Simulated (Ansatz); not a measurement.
`OB1OCS1`, relaxed with RKS PBE0-D4/def2-TZVP in Ansatz from a PBE-D4/def2-SVP geometry. The force threshold is 0.005 eV/Å; the program also tests the step.

The species carries charge 0 and has multiplicity 1.

Start:

```xyz
8

O    -2.111   -0.327    0.120
B    -0.778   -0.131   -0.011
O     0.073    0.174    1.039
C     1.245    0.240    0.229
S     0.434   -0.152   -1.405
H    -2.554   -0.530   -0.721
H     1.993   -0.528    0.515
H     1.698    1.254    0.234
```

(1) By how much does the energy fall, and how many steps does the optimiser take? (An estimate is asked.)

(2) Which bonds change most? (An estimate is asked.)

(3) Give the relaxed structure. (An estimate is asked.)

## Answers

(1) Ansatz gave: 3.49 kJ/mol, in 5 steps.

(2) Computed: C4–S5 from 1.866 to 1.837 Å; C4–H7 from 1.110 to 1.090 Å; C4–H8 from 1.110 to 1.090 Å; B2–S5 from 1.847 to 1.830 Å.

(3) Computed: 
```xyz
8

O    -2.096   -0.326    0.113
B    -0.772   -0.129   -0.014
O     0.075    0.174    1.025
C     1.246    0.239    0.221
S     0.439   -0.146   -1.385
H    -2.546   -0.529   -0.708
H     1.971   -0.521    0.512
H     1.682    1.238    0.235
```
